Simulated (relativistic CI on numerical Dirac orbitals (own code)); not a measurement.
**Mn6+ in a cubic cluster: 3p photoemission with charge transfer**

Computed with a charge-transfer multiplet model of a cubic metal-ligand cluster with up to 2 ligand holes, Slater and spin-orbit integrals from Dirac-Coulomb-Breit ions, Slater integrals scaled by 0.8. The ground state mixes d1 with configurations of k ligand holes L, whose averages lie at kΔ + k(k − 1)U_dd/2; a core hole lowers each added d electron by U_cd. 20 K, Lorentzian 0.9 eV and Gaussian 0.8 eV FWHM.

Atomic integrals in eV (Slater integrals scaled, ζ unscaled), ground: F2dd 10.611, F4dd 6.708, zeta_d 0.064; with the core hole: F2dd 10.611, F4dd 6.708, zeta_d 0.069, zeta_core 0.994, F2cd 11.801, G1cd 14.162, G3cd 8.922. Where a configuration has fewer than two d electrons, the dd integrals are those of d2.

Cluster parameters (eV): U_dd = 5.7, U_cd = 7, 10Dq = 2, 10Dq(ligand) = 0.7, V(eg) = 1.65, V(t2g) = -0.78, final-state hopping factor = 0.9.

```
     Case   n_d    d1   d2L  d3L2     S
Δ = -3 eV  2.19  0.09  0.63  0.28  0.50
Δ = -2 eV  2.09  0.13  0.64  0.22  0.50
Δ = -1 eV  1.98  0.19  0.64  0.17  0.50
```

Weights, n_d and S are thermal averages at 20 K. Binding energies count from the first peak over 30 % of the highest in each spectrum, which can be another peak from case to case. The parameters are a model scan and need not match a compound or its usual spin state. Peaks in eV (height, largest 100):
- Δ = -3 eV: 0.0 (86), 2.0 (100), 2.6 (100), 6.3 (78), 11.4 (38), 13.1 (42), 19.0 (13), 21.2 (15), 24.4 (15)
- Δ = -2 eV: 0.0 (82), 2.0 (100), 6.2 (79), 10.0 (39), 12.8 (43), 19.3 (16), 21.0 (17), 23.9 (15)
- Δ = -1 eV: 0.0 (79), 2.1 (100), 6.3 (79), 12.6 (43), 19.6 (20), 22.1 (17), 24.4 (11)

For the case Δ = -1 eV, Δ = -1 eV is smaller than U_dd = 5.7 eV, the charge-transfer side of the Zaanen-Sawatzky-Allen scheme (negative Δ: between configuration averages a ligand hole costs less than the nominal valence; multiplet and field energies can change this for the lowest states). With the core hole the configuration with one ligand hole lies at Δ − U_cd = -10.0, -9.0, -8.0 eV from the one without, in the order of the table; where this is negative the screened configuration lies lower.

With at most 2 ligand holes the space is cut while the next configuration still counts, so covalency is underestimated, and a final configuration with one more ligand hole, which can lie low, is missing from the spectra.
